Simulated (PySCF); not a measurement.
**Exercise with solution: oscillator strength and radiative lifetime**

C3H9Al, SMILES CC[CH2][AlH2].

The structure is a stationary point at B3LYP-D3(BJ)/def2-SVP. The structure was generated by enumeration; whether it is a known compound was not checked. The values are those of a single conformer.

TDDFT-ωB97X/def2-SVPD (PySCF) puts the first singlet state with f over 0.02 at 7.34 eV (vertical), with the transition dipole (-0.282, -0.707, 0.000) in atomic units.

Question: Find the oscillator strength, the wavelength and the radiative lifetime that this transition would have in vacuum if emission retraced absorption.

Answer: 
|μ|² = 0.5794 au, so |μ| = 1.93 D. ΔE = 7.34/27.211 = 0.2697 hartree. f = (2/3) ΔE |μ|² = 0.104 (the program prints 0.104).
λ = 1239.84/7.34 = 169 nm; ν = 59201 cm⁻¹.
Einstein's coefficient A = 0.6670 ν² f s⁻¹ (ν in cm⁻¹) = 2.4e8 s⁻¹, so τ = 1/A = 4.1 ns. This state is S3; the lower singlets have f = 0.003, 0.000. The figure is the radiative limit of this one transition; relaxation, internal conversion, crossing to triplets and a medium change what is measured.
